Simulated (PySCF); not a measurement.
C3F7, SMILES [C](C(F)(C(F)(F)F)F)(F)F, doublet, CAM-B3LYP/def2-SVP optimised geometry.

```
10

F      1.96    -0.87     0.25
C      0.65    -0.87     0.14
F      0.22    -1.75    -0.73
C      0.05     0.51     0.00
F      0.47     1.26     1.02
F      0.45     1.09    -1.15
C     -1.49     0.51     0.00
F     -1.94     1.75     0.00
F     -1.94    -0.11     1.09
F     -1.96    -0.12    -1.07
```

Density from unrestricted CAM-B3LYP/def2-TZVP (PySCF) at that geometry.

Minimum of the electron density along straight lines between bonded atoms, close to the bond critical point (lines longer than 1.1 times the sum of covalent radii, or with two minima, are not listed):

```
bond    length / Å  ρ at the minimum / e bohr⁻³  ∇²ρ there / e bohr⁻⁵  position (fraction from the first atom)
------  ----------  ---------------------------  --------------------  ---------------------------------------
F1–C2        1.311                        0.292                 -0.04                                     0.67
C2–F3        1.314                        0.290                 -0.05                                     0.33
C2–C4        1.508                        0.277                 -0.80                                     0.50
C4–F5        1.339                        0.283                 -0.37                                     0.34
C4–F6        1.350                        0.276                 -0.41                                     0.34
C4–C7        1.540                        0.274                 -0.80                                     0.49
C7–F8        1.323                        0.299                 -0.48                                     0.34
C7–F9        1.328                        0.296                 -0.50                                     0.34
C7–F10       1.325                        0.298                 -0.48                                     0.34
```
